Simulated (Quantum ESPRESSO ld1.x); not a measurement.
The bromine ion Br15+, configuration [Ar] 3d2.

Calculated with ld1.x of Quantum ESPRESSO 7.5: Dirac Kohn-Sham, relativistic LDA (MacDonald-Vosko exchange, VWN5 correlation), spin-unpolarised, spherical densities, point nucleus; open shells are shared between the two j in proportion to 2j + 1.

Energy parts (eV):
| part | energy |
|---|---|
| total | -67755.8 |
| kinetic | 69423.7 |
| electron-nucleus | -153510.8 |
| Hartree | 18227.3 |
| exchange-correlation | -1896.0 |

Orbitals (lengths in bohr, moments of r in powers of bohr):
| orbital | occ. | eigenvalue (eV) | <r^2> | <r> | small-component weight |
|---|---|---|---|---|---|
| 1s1/2 | 2 | -13747.7 | 0.002478 | 0.04290 | 1.60e-02 |
| 2s1/2 | 2 | -2230.14 | 0.04214 | 0.1890 | 3.19e-03 |
| 2p1/2 | 2 | -2062.75 | 0.03231 | 0.1624 | 3.18e-03 |
| 2p3/2 | 4 | -2015.39 | 0.03371 | 0.1662 | 3.11e-03 |
| 3s1/2 | 2 | -667.283 | 0.2888 | 0.5034 | 9.52e-04 |
| 3p1/2 | 2 | -609.144 | 0.2816 | 0.4935 | 9.18e-04 |
| 3p3/2 | 4 | -600.172 | 0.2895 | 0.5006 | 9.01e-04 |
| 3d3/2 | 0.8 | -504.610 | 0.2492 | 0.4608 | 8.16e-04 |
| 3d5/2 | 1.2 | -502.867 | 0.2513 | 0.4629 | 8.11e-04 |

The highest occupied level is 3d5/2 at -502.87 eV. For comparison, the ionisation energy in NIST's Atomic Spectra Database is 530 eV (theoretical). In exact Kohn-Sham theory the highest level is minus the ionisation energy, but local and semilocal functionals leave it too shallow, through self-interaction and a potential that decays too fast; potentials with the right tail come closer.

Beside tabulated values, note that spin-unpolarised runs miss the spin-polarisation part of the exchange energy of open shells.
